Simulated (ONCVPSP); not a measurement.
Potentials for W (Z = 74) compared

Generated with ld1.x 7.5 (TM, RRKJ, ultrasoft, PAW), atompaw 4.2 or ONCVPSP 4.0.1. The cutoff is in Ry: for ld1.x and atompaw files where the sum of valence levels is converged to 10 mRy in a Bessel basis, for ONCV files where the hardest occupied wave has 1 mHa per electron of residual kinetic energy. The error is the largest all-electron minus pseudo excitation energy over each file’s own four to seven test configurations (ionisations up to +4, promotions, holes and added fractions of an electron), all of which were solved. The labels leave out finer settings (local radius, basis sizes, second energies), which also bear on the numbers. Spin-polarised tests are not counted. The rows are a selection from randomly drawn settings: files with unsolved tests, undetermined cutoffs or missed reference levels are left out.

A true bound ghost makes a file unfit for plane-wave use even where its test errors are small: the radial tests pick states by their node count and pass the ghost by.

| potential | cutoff (Ry) | largest error (meV) | bound ghosts |
| --- | --- | --- | --- |
| ONCV, Wu-Cohen, fully relativistic, rc 1.80/1.85/1.85 (spd), local smoothed, core correction yes, reference 5s2 5p6 5d4 6s1.5 6p0.5, qcut 8.1/5.7/6.1, projectors 2/2/2 | 40 | -2.3 | none |
| ONCV, PBE, non-relativistic, rc 1.65/2.30/2.45/2.65 (spdf), local smoothed, core correction no, reference 5s2 5p6 5d4 6s1 6p1, qcut 6.7/6.5/6/4.1, projectors 3/2/2/2 | 34 | +2.9 | none |
| ONCV, PBE, scalar-relativistic, rc 1.75/1.75/2.75/0.60 (spdf), local smoothed, core correction yes, reference 4f14 5s2 5p6 5d4.5 6s1.5, qcut 6.6/6.3/5.1/32.3, projectors 2/2/3/2 | 783 | -327 | s, p, d |
| ONCV, PBE, scalar-relativistic, rc 1.75/1.45/1.55 (spd), local smoothed, core correction yes, reference 5s2 5p6 5d4, qcut 7.9/8.2/5.7, projectors 2/2/2 | 50 | +24 | none |
| ONCV, PBE, scalar-relativistic, rc 1.40/1.90/2.25/0.70 (spdf), local smoothed, core correction yes, reference 4f14 5s2 5p6 5d5 6s1, qcut 7.5/8.5/7.1/19.9, projectors 2/1/1/2 | 732 | +77 | s, p, d |

Fill in the row for W: ONCV, LDA (Perdew-Wang 92), non-relativistic, rc 1.75/1.40/2.20 (spd), local smoothed, core correction yes, reference 5s2 5p6 5d4 6s2, qcut 7.9/6.5/6.8, projectors 3/3/3.

cutoff 41 Ry, largest error -52 meV, bound ghosts: none.

Fill in the row for W: ONCV, LDA (Perdew-Wang 92), fully relativistic, rc 2.00/2.10/2.75/3.00 (spdf), local smoothed, core correction yes, reference 5s2 5p6 5d4 6s1.5, qcut 7.8/6.2/5.6/3.6, projectors 2/2/2/2.

cutoff 39 Ry, largest error +13 meV, bound ghosts: none.

Fill in the row for W: ONCV, PBEsol, scalar-relativistic, rc 1.70/1.80/1.85 (spd), local smoothed, core correction yes, reference 5s2 5p6 5d4 6s1, qcut 7.5/8.5/6, projectors 2/1/2.

cutoff 41 Ry, largest error -170 meV, bound ghosts: none.
